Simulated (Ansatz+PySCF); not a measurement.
The numbers below are computed, except where a source is named.
**Several solutions for triplet CoH₂O(+)**

```json
{"atom": "Co", "x (Å)": "0.0000", "y (Å)": "0.0000", "z (Å)": "0.0000"}
{"atom": "O", "x (Å)": "0.0000", "y (Å)": "0.0000", "z (Å)": "2.0000"}
{"atom": "H", "x (Å)": "0.7750", "y (Å)": "0.0000", "z (Å)": "2.5750"}
{"atom": "H", "x (Å)": "-0.7750", "y (Å)": "0.0000", "z (Å)": "2.5750"}
```

Basis set: def2-SVP (spherical functions). Charge 1, multiplicity 3.

PBE0 (restricted open-shell) was run from several starts with Ansatz (development build ahead of 0.2.0) and PySCF 2.14.0.

```csv
run,program,start,converged,energy (hartree),<S²>
A,PySCF,program defaults,yes,-1458.35563,2.00
B,Ansatz,search for the lowest state,yes,-1458.35882,2.00
C,Ansatz,"atomic start, no search",yes,-1458.35882,2.00
D,Ansatz,stability test followed,yes,-1458.35882,2.00
```

Which runs reached the lowest solution of this kind, and what is wrong with the others?

B, C, D reached the lowest solution found. Converged but too high: A by 0.09 eV. Convergence only shows a stationary point, and even a stable one can lie too high; stability tests and further starts are what find lower ones. Caution: another spin multiplicity may lie lower.
